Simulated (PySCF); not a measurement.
## Calculated properties of `CC#CC1=CN=CN1`

Compound: C6H6N2.
Geometry (GFN2-xTB, Å), atoms numbered from 1 in this order:
```xyz
14
C6H6N2 angstrom
C      3.2095   -0.2326    0.6318
C      1.7834   -0.0887    0.4588
C      0.5961    0.0394    0.3077
C     -0.7859    0.1879    0.1321
C     -1.5235    1.1189   -0.5644
N     -2.8456    0.8522   -0.4428
C     -2.9324   -0.2117    0.3054
N     -1.7137   -0.6628    0.6860
H      3.7216    0.6332    0.2132
H      3.4540   -0.3086    1.6915
H      3.5614   -1.1304    0.1230
H     -1.1717    1.9524   -1.1379
H     -3.8492   -0.6861    0.5939
H     -1.5047   -1.4636    1.2595
```

Among its groups: alkyne, pyridine-type ring nitrogen and pyrrole-type ring nitrogen.

**GFN2-xTB geometry**

```yaml
Rotational_constants_A_B_C_of_the_GFN2-xTB_geometry: 9.077, 1.014, 0.918 GHz
```

**PBE0/def2-SVPD ground state and vertical TDDFT (core frozen in the response) (PySCF)**

```yaml
Dipole_moment: 3.94 D
HOMO_energy: -6.22 eV
LUMO_energy: -0.25 eV
HOMO–LUMO_gap: 5.97 eV
Lowest_singlet_excitation: 5.37 eV (231 nm, f = 0.426)
Strongest_line_among_the_8_lowest_singlet_transitions: S1 at 5.37 eV (231 nm, f = 0.426)
Lowest_triplet_excitation_Tamm–Dancoff: 3.63 eV
Static_isotropic_polarisability: 88.1 au
Electronic_spatial_extent_⟨r²⟩_about_the_centre_of_nuclear_charge: 1220 bohr²
```

Monoisotopic mass (most abundant isotopes): 106.0531 u.

With B = h/(8π²I), that is 505.379 GHz u Å² over I, the principal moments of inertia are 55.7, 498.2 and 550.7 u Å² (most abundant isotopes). In atomic units the dipole is 1.55 e·bohr (1 au = 2.5417 D). The principal polarisabilities are 50.9, 72.9 and 140.6 au; their mean is the isotropic value. No computed singlet falls in the visible range (750 to 380 nm, 1.65 to 3.26 eV); S1 lies 2.11 eV above its blue end. The polarisability is 13.06 Å³ as a volume (1 au = 0.148185 Å³), or 1.57 au for each of the 56 electrons. The largest Löwdin shares of the HOMO are 0.18 on C2, 0.18 on C4, 0.17 on C5 and 0.15 on C7. The rotational constants make it an asymmetric top with κ = (2B − A − C)/(A − C) = -0.98, nearer the prolate limit (−1). S1 lies 0.60 eV below the HOMO–LUMO gap; its leading configuration is HOMO→LUMO, weight 0.90.

Isolated species at its GFN2-xTB geometry, gas phase.
